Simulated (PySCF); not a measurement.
BrH5P2Si: core ionisation energies

Compound: BrH5P2Si.
Bonds: P1–Si2, Si2–P3, Si2–Br4. Hydrogens: H5, H6 on P1; H7 on Si2; H8, H9 on P3.

Method used: delta-SCF UKS SCAN, pcX-2 on the ionised atom, pcseg-1 elsewhere, spin-free X2C in PySCF. These are vertical core ionisation energies against the vacuum level, from separate self-consistent calculations with and without the core hole.

Q: What binding energy does each computed site have?

A: 
```
atom(s)      bonded to     level  binding energy (eV)  2p1/2 (eV)  count
    Si2  Br, H and 2 P  Si 2p3/2               107.54      108.16      1
  P1/P3     2 H and Si   P 2p3/2               136.58      137.47      2
    Si2  Br, H and 2 P     Si 1s              1847.37           –      1
  P1/P3     2 H and Si      P 1s              2150.11           –      2
```

Q: Which photon energy gives electrons from P 1s of P1/P3 a kinetic energy of 100 eV, and what is their de Broglie wavelength?

A: hν = 2150.11 + 100 = 2250.11 eV, recoil neglected; λ = 12.264 Å/√(E/eV) = 1.23 Å.

Q: Which photon wavelength matches the P 1s of P1/P3 threshold?

A: λ = hc/E = 12398.42 eV Å / 2150.11 eV = 5.766 Å.

Topologically equivalent atoms share the value of their first member; where this conformer doesn't relate them by symmetry, their own values could differ. 2p3/2 and 2p1/2 are the ΔSCF energy of one spin-free 2p hole plus the eigenvalues of a spin–orbit and ligand-field matrix of the shell. 2p1/2 minus 2p3/2 (ligand field included): P 0.89 eV, Si 0.63 eV. No level of bromine is listed. Isolated species at its PBE0-D3(BJ)/def2-SVP geometry (one conformer only).

On one thread, x86-64 server, no GPU, on a shared host, this took 19 s.

Shape of the structure used: `[PH2:1][SiH:2]([PH2:3])[Br:4]`: H–P1–Si2–P3 44°, H–P1–Si2–P3 -50°, H–P3–Si2–P1 165°, H–P3–Si2–P1 71°.
